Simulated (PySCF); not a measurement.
A calculated (LDA, PySCF 2.14, def2-TZVPPD, the non-relativistic Hamiltonian (point nucleus)) atom or ion has these occupied shells.

| shell | electrons | orbital energy (eV) | rms radius, mean of both spins (bohr) |
| --- | --- | --- | --- |
| 1s α | 1 | -329.29 | 0.315 |
| 1s β | 1 | -328.20 | 0.315 |
| 2s α | 1 | -57.246 | 1.38 |

Question: Name the element and its charge.

Answer: C(3+) (carbon, charge +3), in [He] 2s1, 2S determinant.
